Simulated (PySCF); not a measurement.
System: C2H7AlO3, net charge 0, singlet state. SMILES: C[O][Al]([OH])[O]C
Coordinates optimised at B3LYP-D3(BJ)/def2-TZVP (Ansatz):
```xyz
13

C      2.2999    -1.0068     0.8950
O      1.4892     0.1393     0.7668
Al    -0.0230     0.4284     0.0901
O     -0.7029     1.9794     0.1222
O     -0.8738    -0.8313    -0.6274
C     -2.1230    -0.9436    -1.2695
H      1.8347    -1.8948     0.4556
H      3.2598    -0.8393     0.3985
H      2.4941    -1.2071     1.9524
H     -0.2616     2.7319     0.5178
H     -2.7483    -1.6680    -0.7401
H     -2.6578     0.0106    -1.3072
H     -1.9826    -1.3002    -2.2939
```

Dispersion corrections to the total energy (kcal/mol) from the dftd3 and dftd4 libraries through PySCF: D3(BJ) without and D4 with the three-body term, each with the damping fitted for the functional named.

| functional | D3(BJ) | D4 |
|---|---|---|
| B2PLYP | -4.05 | -3.63 |
| PBE0 | -4.28 | … |
| CAM-B3LYP | -3.98 | -4.47 |
| revPBE | -12.07 | -16.02 |
| BHLYP | … | -6.25 |
| PBE | -4.86 | … |
| HSE06 | -3.38 | -4.11 |

Task: Fill in the missing entries.

Result: 
- PBE0, D4: -4.41
- BHLYP, D3(BJ): -6.79
- PBE, D4: -5.19
